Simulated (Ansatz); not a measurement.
(SiH3)3N (Si₃NH₉), relaxed as a singlet with RKS PBE0-D4/def2-SVP in Ansatz, starting from the GFN2-xTB geometry. Force threshold 0.02 eV/Å.

Start:

```xyz
13

N     0.002    0.019    0.036
Si    0.858   -1.301    0.788
Si    0.648    1.638   -0.006
Si   -1.502   -0.332   -0.776
H     1.459   -2.146   -0.248
H     1.896   -0.734    1.645
H    -0.099   -2.080    1.577
H     1.513    1.812    1.159
H     1.414    1.831   -1.242
H    -0.474    2.576    0.046
H    -1.427   -1.684   -1.330
H    -2.598   -0.244    0.195
H    -1.687    0.646   -1.846
```

```json
{"step": "1", "energy (eV)": "-25250.2307", "largest force component (eV/Å)": "0.626", "SCF passes": "12"}
{"step": "2", "energy (eV)": "-25250.3468", "largest force component (eV/Å)": "0.146", "SCF passes": "16"}
{"step": "3", "energy (eV)": "-25250.3531", "largest force component (eV/Å)": "0.039", "SCF passes": "18"}
{"step": "4", "energy (eV)": "-25250.3539", "largest force component (eV/Å)": "0.018", "SCF passes": "16"}
{"step": "5", "energy (eV)": "-25250.3545", "largest force component (eV/Å)": "0.033", "SCF passes": "17"}
{"step": "6", "energy (eV)": "-25250.3548", "largest force component (eV/Å)": "0.025", "SCF passes": "17"}
{"step": "7", "energy (eV)": "-25250.3552", "largest force component (eV/Å)": "0.027", "SCF passes": "17"}
{"step": "8", "energy (eV)": "-25250.3554", "largest force component (eV/Å)": "0.025", "SCF passes": "12"}
{"step": "9", "energy (eV)": "-25250.3556", "largest force component (eV/Å)": "0.017", "SCF passes": "12"}
{"step": "10", "energy (eV)": "-25250.3564", "largest force component (eV/Å)": "0.040", "SCF passes": "15"}
{"step": "11 (rejected)", "energy (eV)": "-25250.3550", "largest force component (eV/Å)": "0.128", "SCF passes": "15"}
{"step": "12", "energy (eV)": "-25250.3573", "largest force component (eV/Å)": "0.050", "SCF passes": "16"}
{"step": "13", "energy (eV)": "-25250.3586", "largest force component (eV/Å)": "0.060", "SCF passes": "15"}
{"step": "14", "energy (eV)": "-25250.3595", "largest force component (eV/Å)": "0.077", "SCF passes": "16"}
{"step": "15", "energy (eV)": "-25250.3609", "largest force component (eV/Å)": "0.094", "SCF passes": "17"}
{"step": "16", "energy (eV)": "-25250.3626", "largest force component (eV/Å)": "0.131", "SCF passes": "15"}
{"step": "17", "energy (eV)": "-25250.3641", "largest force component (eV/Å)": "0.126", "SCF passes": "17"}
{"step": "18", "energy (eV)": "-25250.3666", "largest force component (eV/Å)": "0.077", "SCF passes": "17"}
{"step": "19", "energy (eV)": "-25250.3686", "largest force component (eV/Å)": "0.052", "SCF passes": "16"}
{"step": "20", "energy (eV)": "-25250.3691", "largest force component (eV/Å)": "0.089", "SCF passes": "16"}
{"step": "21", "energy (eV)": "-25250.3698", "largest force component (eV/Å)": "0.038", "SCF passes": "12"}
{"step": "22", "energy (eV)": "-25250.3700", "largest force component (eV/Å)": "0.001", "SCF passes": "12"}
{"step": "23", "energy (eV)": "-25250.3701", "largest force component (eV/Å)": "0.006", "SCF passes": "17"}
```

Force components are those of the run's own axes.

End:

Cartesian coordinates in Å:
```
N -0.0028 0.0005 0.0052
Si 0.9761 -1.3418 0.5675
Si 0.5903 1.6436 0.1626
Si -1.5669 -0.3014 -0.7285
H 1.3368 -2.2683 -0.5489
H 2.2279 -0.7641 1.1459
H 0.2687 -2.1359 1.6179
H 0.8546 1.9974 1.5906
H 1.8537 1.8515 -0.6091
H -0.4679 2.5493 -0.3805
H -1.7868 -1.7799 -0.7077
H -2.6677 0.3696 0.0279
H -1.6159 0.1798 -2.1430
```

By distances, no bond broke or formed. The bond that changes most is Si2–H6, from 1.46 to 1.50 Å (atoms count from 1).

The force fell under the threshold at step 4, but the optimiser went on and released 0.016 eV more. No frequencies were taken in this run, so the end may be a saddle point.

It took 28 s on 4 threads of Arm Neoverse V1 on a shared host.
